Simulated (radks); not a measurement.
Results of a calculation; reference values are marked as such.
Ni3+, configuration [Ne] 3s2 3p5 3d7 4s1 (not the ground configuration).

Level of theory: scalar-relativistic Kohn-Sham, PBEsol, spin-unpolarised, spherical densities, finite nucleus; Fermi nuclear charge, rms radius 3.7757 fm (a radial shooting solver on a logarithmic mesh with Libxc functionals).

Energy parts (hartree):
total: -1513.92032
kinetic: 1534.91627
electron-nucleus: -3590.90452
Hartree: 602.28432
exchange-correlation: -60.21639

Orbitals (lengths in bohr, moments of r in powers of bohr; r(max) is where P^2 peaks):
| orbital | occ. | eigenvalue (hartree) | <r^2> | <1/r> | r(max) | <r^4> |
|---|---|---|---|---|---|---|
| 1s | 2 | -303.5292 | 0.003940 | 28.07 | 0.03542 | 0.00003991 |
| 2s | 2 | -37.97977 | 0.07085 | 6.068 | 0.2046 | 0.008735 |
| 2p | 6 | -32.96767 | 0.05688 | 5.958 | 0.1648 | 0.006551 |
| 3s | 2 | -5.87885 | 0.6121 | 1.948 | 0.6360 | 0.5992 |
| 3p | 5 | -4.41019 | 0.6745 | 1.813 | 0.6410 | 0.7780 |
| 3d | 7 | -2.04807 | 0.9004 | 1.515 | 0.6065 | 1.792 |
| 4s | 1 | -1.33482 | 4.721 | 0.6479 | 1.821 | 33.34 |
| 4p | 0 | -1.02059 | 6.205 | 0.5607 | 2.066 | 58.51 |

The highest occupied level is 4s at -36.322 eV. The density falls to 0.001 e/bohr^3 at r = 3.23 bohr. The electron density at the nucleus is 1.976e+04 e/bohr^3 (large components only). Summed over all electrons, <r^2> = 16.11 bohr^2, which gives a Langevin (diamagnetic) susceptibility term of -12.8 x 10^-6 cm^3/mol.
